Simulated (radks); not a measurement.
Problem. These are the eigenvalues of the occupied orbitals of an atom or ion with whole-number occupations (hartree). Method: Dirac Kohn-Sham, PBE, spin-unpolarised, spherical densities, point nucleus; computed with a radial shooting solver on a logarithmic mesh with Libxc functionals.

| orbital | eigenvalue |
|---|---|
| 1s1/2 | -519.8009 |
| 2s1/2 | -93.41870 |
| 2p1/2 | -87.31949 |
| 2p3/2 | -85.54032 |
| 3s1/2 | -33.19213 |
| 3p1/2 | -31.11936 |
| 3p3/2 | -30.73329 |

Which element is it, and in what charge state? The configuration may be excited. Open shells, if any, fill j = l - 1/2 first.

Solution. Z = 35, bromine, charge +20: Br20+ in [Ne] 3s2 3p3. The list shows which subshells hold electrons but not how many an open one holds; the 1s level, -519.8 hartree, gives Z - s = 32.2 by -(Z - s)^2/2, which with screening and relativity narrows Z to a few neighbours, and the depths of the outer levels then fix element, charge and occupations together.
